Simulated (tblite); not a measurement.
Species: C₆H₁₅PS.
Geometry (GFN2-xTB, Å), atoms numbered from 1 in this order:
```xyz
23
C6H15PS angstrom
C      3.2073   -0.0536    0.0739
C      1.8061   -0.5488   -0.2596
P      0.5869    0.7399    0.2453
S      0.9110    2.4882   -0.5062
C     -1.1400    0.0521    0.0175
C     -1.2758   -1.3067    0.6938
C     -1.4123   -0.0318   -1.4794
C     -2.0650    1.0739    0.6748
H      3.9578   -0.7736   -0.2454
H      3.3101    0.1048    1.1472
H      3.3975    0.8944   -0.4274
H      1.6998   -0.6975   -1.3389
H      1.5898   -1.4878    0.2533
H      0.7056    0.6675    1.6442
H     -0.7140   -2.0716    0.1619
H     -2.3226   -1.6060    0.7067
H     -0.9226   -1.2633    1.7238
H     -2.4550   -0.2834   -1.6639
H     -1.2007    0.9294   -1.9484
H     -0.7877   -0.7909   -1.9492
H     -1.8362    1.1709    1.7369
H     -1.9393    2.0495    0.2063
H     -3.1055    0.7712    0.5706
```

Computed with GFN2-xTB (tblite): harmonic, unscaled wavenumbers at the GFN2-xTB geometry, gas phase. Errors from tens to a few hundred cm⁻¹ against measured bands are possible. Modes of hydrogen on phosphorus can be 10 to 20 % off. One conformer, not necessarily the lowest.

Harmonic wavenumbers (cm⁻¹): 44.7, 66.5, 131.0, 150.4, 172.1, 188.9, 208.0, 220.0, 235.1, 265.6, 271.1, 296.8, 363.1, 391.1, 402.0, 585.4, 675.2, 721.1, 760.7, 842.9, 846.4, 870.6, 960.9, 964.5, 967.3, 989.1, 1007.8, 1020.4, 1025.5, 1064.3, 1197.0, 1212.2, 1229.0, 1239.5, 1242.9, 1401.8, 1402.3, 1403.8, 1421.0, 1425.6, 1479.6, 1480.7, 1483.4, 1487.2, 1491.0, 1494.8, 1498.4, 1502.4, 2165.4, 2935.9, 2959.7, 2996.7, 3006.0, 3006.5, 3009.7, 3012.2, 3013.8, 3019.0, 3021.0, 3023.7, 3025.1, 3030.1, 3031.3.

A = 1801, B = 1113, C = 839.6 MHz; mass 150.063 u (most abundant isotopes); point group C1, symmetry number 1.

Question: What is the zero-point energy?

Answer: Half the sum of the wavenumbers: 43029 cm⁻¹ = 514.74 kJ/mol.

Question: What is S at 350 K and 1 bar for an ideal gas of classical rigid rotors and harmonic oscillators?

Answer: Translation 174.68, rotation 126.00, vibration 177.56: S = 478.2 J/(mol K).

Question: And Cp and H(350 K) − H(0)?

Answer: Cp = 211.49 J/(mol K), of which vibrations give 178.23 (their classical limit is 63 R = 523.8); H(350 K) − H(0) = 44.38 kJ/mol without the zero-point energy, 32.74 from vibrations.

Question: How do the functions run with temperature in this model?

Answer: 
| T (K) | S (J/(mol K)) | Cp (J/(mol K)) | H − H(0) (kJ/mol) | G − H(0) (kJ/mol) | ln q(vib) |
| --- | --- | --- | --- | --- | --- |
| 100 | 300.0 | 93.1 | 5.87 | -24.13 | 1.87 |
| 200 | 381.0 | 143.0 | 17.84 | -58.36 | 5.17 |
| 300 | 447.5 | 188.3 | 34.38 | -99.86 | 8.49 |
| 500 | 564.7 | 275.2 | 81.03 | -201.33 | 14.84 |
| 800 | 715.4 | 365.9 | 178.28 | -394.05 | 23.77 |
| 1000 | 801.7 | 407.1 | 255.78 | -545.93 | 29.30 |

q(vib) and H(0) count from the zero-point level.

Question: Which modes carry the vibrational entropy at 350 K?

Answer: 44.7 cm⁻¹: 22.41; 66.5 cm⁻¹: 19.12; 131.0 cm⁻¹: 13.56; 150.4 cm⁻¹: 12.44; 172.1 cm⁻¹: 11.36; 188.9 cm⁻¹: 10.62 J/(mol K); the other 57 give 88.03 together.

Question: What must be added to the electronic energy to get the Gibbs energy at 350 K and 1 bar?

Answer: ZPE + [H(350 K) − H(0)] − T·S = 514.74 + 44.38 − 167.38 = 391.74 kJ/mol.

Hindered rotation and anharmonicity are outside this model. Other conformers, if any are populated, would add a mixing term that is left out. The structure is chiral; the term R ln 2 for an equal mix with its mirror image is left out.
